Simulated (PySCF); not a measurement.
**The first ionisation energy along the 5d series**

All values are computed (PySCF 2.14, energy differences of UHF-based or UKS calculations, no spin-orbit coupling). Values in eV. The last column holds reference values (NIST; (s) semi-empirical, (t) theoretical, else measured). Unmarked ones compare directly (S terms, centres of terms, or small fine structure); those marked * lie between the lowest fine-structure levels and include a spin-orbit shift.

```tsv
element	configurations	UHF	MP2 (valence)	SCS-MP2 (valence)	CCSD(T) (valence)	PBE	PBE0	reference
Hf (x2c-TZVPPall with one added diffuse shell each of s, p, d, f type, spin-free X2C)	[Xe] 4f14 5d2 6s2 → [Xe] 4f14 5d1 6s2	n/a	n/a	n/a	n/a	n/a	n/a	6.712
Ta (x2c-TZVPPall with one added diffuse shell each of s, p, d, f type, spin-free X2C)	[Xe] 4f14 5d3 6s2 → [Xe] 4f14 5d3 6s1	5.772	6.938	7.166	7.280	7.409	7.184	7.573
W (x2c-TZVPPall with one added diffuse shell each of s, p, d, f type, spin-free X2C)	[Xe] 4f14 5d4 6s2 → [Xe] 4f14 5d4 6s1	5.918	6.786	6.976	7.061	7.653	7.409	7.825
Re (x2c-TZVPPall with one added diffuse shell each of s, p, d, f type, spin-free X2C)	[Xe] 4f14 5d5 6s2 → [Xe] 4f14 5d5 6s1	5.960	7.332	7.603	7.553	7.718	7.472	7.834
Os (x2c-TZVPPall with one added diffuse shell each of s, p, d, f type, spin-free X2C)	[Xe] 4f14 5d6 6s2 → [Xe] 4f14 5d6 6s1	6.549	8.043	8.256	8.190	8.440	8.155	8.473
Ir (x2c-TZVPPall with one added diffuse shell each of s, p, d, f type, spin-free X2C)	[Xe] 4f14 5d7 6s2 → [Xe] 4f14 5d7 6s1	7.061	8.651	8.801	8.730	9.027	8.725	8.926
Pt (x2c-TZVPPall with one added diffuse shell each of s, p, d, f type, spin-free X2C)	[Xe] 4f14 5d9 6s1 → [Xe] 4f14 5d9	7.593	8.956	8.747	8.812	9.395	9.089	8.959 *
Au (x2c-TZVPPall with one added diffuse shell each of s, p, d, f type, spin-free X2C)	[Xe] 4f14 5d10 6s1 → [Xe] 4f14 5d10	7.710	9.154	8.964	9.029	9.581	9.249	9.226
Hg (x2c-TZVPPall with one added diffuse shell each of s, p, d, f type, spin-free X2C)	[Xe] 4f14 5d10 6s2 → [Xe] 4f14 5d10 6s1	8.517	10.366	10.299	10.229	10.490	10.185	10.438
```

Q: Which of these methods has the smallest mean absolute error against the measured values here?

A: PBE, with 0.142 eV.

```json
{"method": "UHF", "elements": "7", "mean error (eV)": "-1.830", "mean absolute error (eV)": "1.830", "largest error (eV)": "-1.924"}
{"method": "MP2 (valence)", "elements": "7", "mean error (eV)": "-0.432", "mean absolute error (eV)": "0.432", "largest error (eV)": "-1.039"}
{"method": "SCS-MP2 (valence)", "elements": "7", "mean error (eV)": "-0.318", "mean absolute error (eV)": "0.318", "largest error (eV)": "-0.849"}
{"method": "CCSD(T) (valence)", "elements": "7", "mean error (eV)": "-0.317", "mean absolute error (eV)": "0.317", "largest error (eV)": "-0.764"}
{"method": "PBE", "elements": "7", "mean error (eV)": "0.003", "mean absolute error (eV)": "0.142", "largest error (eV)": "0.355"}
{"method": "PBE0", "elements": "7", "mean error (eV)": "-0.274", "mean absolute error (eV)": "0.280", "largest error (eV)": "-0.416"}
```

Errors include the incompleteness of the basis and the frozen core.

"Valence" correlates the outer s and p shells and, in groups 3 to 12 and the f block, the outer d or f shell, open or full, or the next shell where the ion has no valence electron left; the wider scheme adds the next inner shell.
